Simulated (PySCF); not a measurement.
**C₆ coefficients of unlike pairs at M06**

Calculated with PySCF 2.14 from the dipole response of each species, C₆(A,B) = (3/π) ∫ α_A(iu) α_B(iu) du, in atomic units, from isotropic polarisabilities. For ions this is the dispersion term alone; charge-induced terms of lower order in 1/R come first.

```
species      configuration                                                                             basis     relativity  α (bohr³)  C₆ (like pair)
     Sc  [Ar] 3d1 4s2 (2D)  aug-cc-pVTZ with one added diffuse shell each of s, p, d, f, g type (9s8p6d4f3g)           none      98.75            1049
    O²⁺  [He] 2s2 2p2 (3P)                                                         aug-cc-pVTZ-DK (5s4p3d2f)  spin-free X2C      1.675           2.206
     B⁺      [He] 2s2 (1S)                                                          def2-QZVPPD (8s4p4d2f1g)           none      10.90           28.46
```

Question: Estimate C₆ for O²⁺ with Sc.

Answer: The integral gives 33.49. The combination rule 2 C_A C_B / (C_A α_B/α_A + C_B α_A/α_B) gives 31.31 and the geometric mean 48.11.

No spin-orbit coupling is included.

The other pairs:

```
   pair     C₆
B⁺, O²⁺  6.723
 B⁺, Sc  162.3
```
